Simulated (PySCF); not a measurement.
Isomers C4H4FNO:

A. `N#CCCC(=O)F`
B. SMILES FCc1cnoc1
C. `[C@@H]1(C#N)C[C@H](F)O1`
D. `FCc1ccon1`

Spectrum 1. $^{1}$H NMR (500 MHz, computed): δ 8.81 (m, 1H), 8.47 (m, 1H), 5.64 (m, 2H). $^{13}$C{$^{1}$H} NMR (computed): δ 166.8 (CH), 155.1 (CH), 124.2 (C), 75.7 (CH2).

Spectrum 2. $^{1}$H NMR (500 MHz, computed): δ 6.15 (ddd, J = 76.6, 5.1, 2.5 Hz, 1H), 4.98 (ddd, J = 10.4, 8.7, 5.1 Hz, 1H), 3.25 (m, 1H), 2.94 (m, 1H). $^{13}$C{$^{1}$H} NMR (computed): δ 122.0 (C), 115.5 (CH, d, J = 312.4 Hz), 62.5 (CH, d, J = 4.6 Hz), 39.5 (CH2, d, J = 26.6 Hz).

Spectrum 3. $^{1}$H NMR (500 MHz, computed): δ 2.80 (td, J = 7.1, 5.8 Hz, 2H), 2.54 (td, J = 7.1, 1.4 Hz, 2H). $^{13}$C{$^{1}$H} NMR (computed): δ 171.2 (C, d, J = 418.9 Hz), 122.4 (C), 32.9 (CH2, d, J = 56.8 Hz), 13.4 (CH2, d, J = 2.4 Hz).

Spectrum 4. $^{1}$H NMR (500 MHz, computed): δ 8.63 (m, 1H), 6.74 (m, 1H), 6.10 (m, 2H). $^{13}$C{$^{1}$H} NMR (computed): δ 167.2 (C), 165.4 (CH), 110.0 (CH), 82.0 (CH2).

- B3LYP/pcJ-1 coupling constants (spin–dipole term left out of most H,H and C,H couplings)
- NMR shieldings at PBE0/pcSseg-1/GIAO
- geometry: GFN2-xTB
- code: PySCF
- one computed conformer, one averaged value for each set of equivalent atoms, no solvent, non-relativistic

Chemical shifts δ = σref − σ; TMS for $^{1}$H, $^{13}$C, all at this level. Multiplet labels drop J under 1 Hz and among equivalent protons, and merge close values. Unscaled 3J(H,H) run several per cent high. Splittings of carbon signals by F and P are missing where no couplings were computed. Where no couplings were computed, multiplicities follow the n + 1 count of equivalent neighbours, and m marks all less simple cases (inequivalent or close neighbours, rings, F or P nearby). Vicinal couplings that depend on rotamer populations or ring flexing (ring, CH–CH, X–H and H–F types) are those of the one conformer. One-bond C–F couplings are unscaled and too large by tens of Hz. Shifts are as computed. Against solution values, carbons near 30 ppm lie about +3 ppm off and those near 130 ppm about +5 ppm. Of 1211 compounds with measured shifts, 218 miss one by over three times the rms of a fit or turn the order of signals round; such compounds aren't used in these exercises. Across acyclic CH2–CH2 and CH–CH2 bonds, 3J(H,H) assumes equally populated rotamers.

Task: Match each spectrum to its structure.

Result: 1–B, 2–C, 3–A, 4–D.

- Spectrum 1 (B): 4 $^{13}$C signals; δC 155.1 is an aromatic CH next to a ring nitrogen; δC 75.7 is an sp3 CH2 bonded to F, on an aromatic ring.
- Spectrum 2 (C): 4 $^{13}$C signals; δC 122.0 is a nitrile carbon; δC 115.5 is an sp3 CH bonded to F and O.
- Spectrum 3 (A): 4 $^{13}$C signals; δC 122.4 is a nitrile carbon; δC 32.9 is an sp3 CH2 α to a carbonyl.
- Spectrum 4 (D): 4 $^{13}$C signals; δC 82.0 is an sp3 CH2 bonded to F, on an aromatic ring; δH 8.63 is the hydrogen on an aromatic CH next to the ring oxygen.
